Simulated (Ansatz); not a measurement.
`C[S][Al]([CH3])[Cl]` + HCl → `C[S][Al]([Cl])[Cl]` + CH₄ at 700 K and 1 bar (ligand exchange at the Al–C bond).

Computed with Ansatz on PBE0-D4/def2-TZVP structures; ΔE is electronic, products minus reactants. CBS: MP2 limit from def2 TZ/QZ plus the TZ coupled-cluster correction, frozen cores. This one scheme is used for every species. One conformer a species, not always the lowest.

```json
{"species": "`C[S][Al]([CH3])[Cl]`", "CCSD(T)/CBS energy (Eh)": "-1179.41428", "H − E (kJ/mol)": "288.0", "S (J/(mol·K))": "524.1"}
{"species": "HCl", "CCSD(T)/CBS energy (Eh)": "-460.38127", "H − E (kJ/mol)": "38.4", "S (J/(mol·K))": "211.8"}
{"species": "`C[S][Al]([Cl])[Cl]`", "CCSD(T)/CBS energy (Eh)": "-1599.39326", "H − E (kJ/mol)": "185.0", "S (J/(mol·K))": "496.8"}
{"species": "CH₄", "CCSD(T)/CBS energy (Eh)": "-40.46206", "H − E (kJ/mol)": "145.9", "S (J/(mol·K))": "224.0"}
```

H − E and S are ideal-gas, rigid-rotor, harmonic terms from PBE0-D4/def2-TZVP, for one conformer and one mirror image of each species. 1 Eh = 2625.50 kJ/mol, R = 8.31446 J/(mol·K).

Q: By hand: ΔE, ΔH, ΔS and ΔG.

A: ΔE = (-1599.39326) + (-40.46206) − (-1179.41428) − (-460.38127) = -0.05977 Eh = -156.9 kJ/mol. Δ(H − E) = 185.0 + 145.9 − 288.0 − 38.4 = 4.5, so ΔH = -152.4 kJ/mol. ΔS = 496.8 + 224.0 − 524.1 − 211.8 = -15.1 J/(mol·K). ΔG = -152.4 − 700 × (-15.1)/1000 = -141.8 kJ/mol.

Q: By hand: the equilibrium constant, and the temperature at which ΔG would vanish if ΔH and ΔS stayed fixed.

A: log₁₀ K = −ΔG/(RT ln 10) = 10.6. ΔG = 0 at ΔH/ΔS = 10093 K, far beyond where these terms or the molecules hold.

ΔH outweighs TΔS. A doubt of 5 kJ/mol in ΔE shifts log₁₀ K by 0.4 here. Other conformers and mirror images would add mixing entropy, several J/(mol·K) or more a flexible species. Modes under 60 cm⁻¹, often nearly free rotors, make the harmonic entropy too high. These are equilibria of isolated gas molecules and say nothing of rates. Largest T1 diagnostic: 0.010 (customary marks: 0.02 for closed shells, 0.045 for open ones).
